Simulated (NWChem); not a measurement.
C₂H₇NOSi₂; SMILES O[Si@H]1CC([SiH3])=N1

```xyz
13

O      0.3153     2.8223    -0.5724
Si    -0.0184     1.5033     0.3745
C     -1.2573     0.1558    -0.1508
C      0.0254    -0.6864     0.0239
Si     0.1332    -2.5869    -0.0869
N      1.0573     0.0641     0.2795
H      0.5471     2.6578    -1.4975
H     -0.1636     2.0661     1.7371
H     -1.6136     0.1700    -1.1876
H     -2.0953    -0.1204     0.4997
H     -0.7761    -3.1796     0.9327
H     -0.3400    -3.0255    -1.4295
H      1.5236    -3.0487     0.1382
```
Atoms are numbered in this order, from 1.

Computed with NWChem. Pople sets run with spherical d functions. Geometry: optimised at B3LYP/6-31G* (spherical d). Vzz is the largest principal value of the second derivative of the potential at the nucleus (NWChem prints the opposite sign); η is the asymmetry. Non-relativistic.

```csv
level,Vzz O1 (a.u.),η O1,Vzz N6 (a.u.),η N6
CAM-B3LYP/def2-TZVP,___,0.49,___,___
PBE/cc-pVTZ,1.328,0.51,-0.943,0.93
PBE/6-31G*,1.303,0.54,-0.878,0.82
```

Task: Complete the blanks.

Result: 
- CAM-B3LYP/def2-TZVP, Vzz O1 (a.u.): 1.364
- CAM-B3LYP/def2-TZVP, Vzz N6 (a.u.): -1.015
- CAM-B3LYP/def2-TZVP, η N6: 0.99
